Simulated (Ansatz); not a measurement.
Reaction (ligand exchange at the Si–S bond): `[OH][GeH]([F])[S][SiH3]` + `NB[SeH]` → `[SiH3]NB[SeH]` + `[OH][GeH]([F])[SH]`

Calculated with Ansatz (gas phase, PBE0-D4/def2-TZVP geometries, no zero-point term in ΔE). CCSD(T)/CBS adds triple-zeta CCSD(T) − MP2 to the extrapolated MP2 energy (def2 sets, frozen cores). For Ge, Se outer-core shells are correlated without core-valence functions, which leaves a few kJ/mol of doubt a bond. Scalar relativity is left out up to krypton. Each species was taken in one conformer, which may not be the lowest.

```json
{"species": "`[OH][GeH]([F])[S][SiH3]`", "CCSD/def2-TZVPP energy (Eh)": "-2940.35210"}
{"species": "`NB[SeH]`", "CCSD/def2-TZVPP energy (Eh)": "-2482.02540"}
{"species": "`[SiH3]NB[SeH]`", "CCSD/def2-TZVPP energy (Eh)": "-2772.29131"}
{"species": "`[OH][GeH]([F])[SH]`", "CCSD/def2-TZVPP energy (Eh)": "-2650.08092"}
```

Work out ΔE.

ΔE = (-2772.29131) + (-2650.08092) − (-2940.35210) − (-2482.02540) = 0.00527 Eh = +0.14 eV. CCSD(T)/CBS gives +0.20 eV.

Largest T1 diagnostic among the species: 0.012.

In def2-TZVPP, CCSD(T) changes the Hartree–Fock value by +0.06 eV (the triples alone add +0.02 eV) and MP2 by +0.09 eV. The D4 term adds +0.04 eV with B3LYP and +0.02 eV with PBE0; it sums over pairs of atoms, weighted by their polarisabilities, and B3LYP, whose exchange is more repulsive, gets the larger term.

B3LYP here is the variant with VWN-RPA as its local correlation; programs differ in this.
